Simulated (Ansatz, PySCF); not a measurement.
Gas-phase reaction (SMILES): [OH][Al]([OH])[F] + O (H2O) -> [OH][Al]([OH])[OH] + F (HF); water cleaves one Al-F bond, a model of a ligand-exchange step.

Each molecule is optimised on its own at B3LYP-D3(BJ)/def2-TZVP (Ansatz, a quantum-chemistry and plane-wave program), one conformer each, not searched for the lowest. Cores are frozen in the correlated levels unless marked. Spin-orbit coupling is left out. Non-relativistic. CBS(X,Y): correlation extrapolated as X^-3; Hartree-Fock from the larger set (for Q and 5 zeta extrapolated as (X+1)exp(-9√X)). Thermal terms are rigid-rotor harmonic-oscillator values from B3LYP-D3(BJ) frequencies (Ansatz or PySCF) at 298.15 K and 1 atm. 1 Eh = 627.5095 kcal/mol.

```tsv
species	E, CCSD(T)/CBS(cc-pV(Q+d)Z,cc-pV(5+d)Z) (Ansatz) (Eh)	E, r2SCAN-D4/def2-TZVPD (Ansatz + dftd4) (Eh)	H - E (Eh)
[OH][Al]([OH])[F]	-493.55796	-494.10799	0.03620
O (H2O)	-76.37670	-76.42298	0.02495
[OH][Al]([OH])[OH]	-469.52289	-470.06718	0.04799
F (HF)	-100.39528	-100.44728	0.01259
```

Question: Work out ΔE and ΔH at 298.15 K at the first level, then ΔH at the second.

Answer: 
1. ΔE = [(-469.52289) + (-100.39528)] - [(-493.55796) + (-76.37670)] = 0.01649 Eh = 10.3 kcal/mol at CCSD(T)/CBS(cc-pV(Q+d)Z,cc-pV(5+d)Z).
2. The terms H - E add up to -0.00057 Eh, so ΔH = (0.01649 + (-0.00057))×627.5095 = 10.0 kcal/mol.
3. At r2SCAN-D4/def2-TZVPD the same steps give ΔE = 10.4 and ΔH = 10.0 kcal/mol, a shift of +0.0 from the first level.
4. These values are not checked against measurement here, since the tables used lack a sound gas-phase enthalpy of formation for at least one species.
